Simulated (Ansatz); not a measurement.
Isolated molecules relaxed with PBE0-D4/def2-TZVP in Ansatz; ΔE leaves out vibrations. CCSD(T)/CBS adds triple-zeta CCSD(T) − MP2 to the extrapolated MP2 energy (def2 sets, frozen cores). DFT in def2-TZVPP. B3LYP here is the variant with VWN-RPA as its local correlation; programs differ in this. One conformer a species, not always the lowest.

Reaction (isomerisation): `C[SiH](F)CS` → `FCSC[SiH3]`

```json
{"level": "PBE-D4", "ΔE (kJ/mol)": "254.0", "difference from CCSD(T)/CBS": "-23.6"}
{"level": "PBE0-D4", "ΔE (kJ/mol)": "264.6", "difference from CCSD(T)/CBS": "-13.0"}
{"level": "B3LYP-D4", "ΔE (kJ/mol)": "267.0", "difference from CCSD(T)/CBS": "-10.6"}
{"level": "ωB97M-V", "ΔE (kJ/mol)": "273.2", "difference from CCSD(T)/CBS": "-4.4"}
{"level": "B2PLYP", "ΔE (kJ/mol)": "273.3", "difference from CCSD(T)/CBS": "-4.3"}
{"level": "PBE", "ΔE (kJ/mol)": "253.8", "difference from CCSD(T)/CBS": "-23.8"}
{"level": "r2SCAN", "ΔE (kJ/mol)": "271.9", "difference from CCSD(T)/CBS": "-5.7"}
{"level": "B3LYP", "ΔE (kJ/mol)": "266.6", "difference from CCSD(T)/CBS": "-11.0"}
{"level": "MP2/def2-TZVPP", "ΔE (kJ/mol)": "283.7", "difference from CCSD(T)/CBS": "6.1"}
{"level": "SCS-MP2/def2-TZVPP", "ΔE (kJ/mol)": "277.1", "difference from CCSD(T)/CBS": "-0.5"}
{"level": "CCSD/def2-TZVPP", "ΔE (kJ/mol)": "277.4", "difference from CCSD(T)/CBS": "-0.2"}
{"level": "CCSD(T)/def2-TZVPP", "ΔE (kJ/mol)": "274.1", "difference from CCSD(T)/CBS": "-3.5"}
{"level": "HF/def2-QZVPP", "ΔE (kJ/mol)": "279.5", "difference from CCSD(T)/CBS": "1.9"}
{"level": "SCS-MP2/def2-QZVPP", "ΔE (kJ/mol)": "280.0", "difference from CCSD(T)/CBS": "2.4"}
{"level": "MP2/CBS(def2)", "ΔE (kJ/mol)": "287.1", "difference from CCSD(T)/CBS": "9.5"}
{"level": "CCSD/CBS(def2)", "ΔE (kJ/mol)": "280.9", "difference from CCSD(T)/CBS": "3.3"}
{"level": "CCSD(T)/CBS", "ΔE (kJ/mol)": "277.6", "difference from CCSD(T)/CBS": "0"}
```

Largest T1 diagnostic among the species: 0.012.

From PBE to PBE0 (25 % exact exchange), in def2-TZVPP and without D4, ΔE moves by +10.5 kJ/mol.
